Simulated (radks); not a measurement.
Values are calculated unless marked as measured or tabulated.
Coulomb parameter of the 5d shell of neutral tantalum in the model configuration [Xe] 4f14 5d4 6s1, as a second difference U = [E(n + 0.25) + E(n - 0.25) - 2 E(n)] / (0.25)^2 with all orbitals relaxed. "Bare": the charge of the atom changes with n. "Screened": the 6s shell takes up the change at fixed total charge, which measures U(5d,5d) + U(6s,6s) - 2 U(5d,6s). Code: a radial shooting solver on a logarithmic mesh with Libxc functionals. Model: scalar-relativistic Kohn-Sham, PBE, spin-unpolarised, spherical densities, point nucleus.

case                      configuration  E - E(n) (eV)
start                 [Xe] 4f14 5d4 6s1          0.000
bare +0.25         [Xe] 4f14 5d4.25 6s1         -0.464
bare -0.25         [Xe] 4f14 5d3.75 6s1          0.875
screened +0.25  [Xe] 4f14 5d4.25 6s0.75          0.591
screened -0.25  [Xe] 4f14 5d3.75 6s1.25         -0.566

U(bare) = 6.577 eV, U(screened by 6s) = 0.394 eV, against the Slater integral F0(5d,5d) = 10.478 eV with frozen orbitals. The step up makes a negative ion, whose loosely bound charge lowers the bare value.
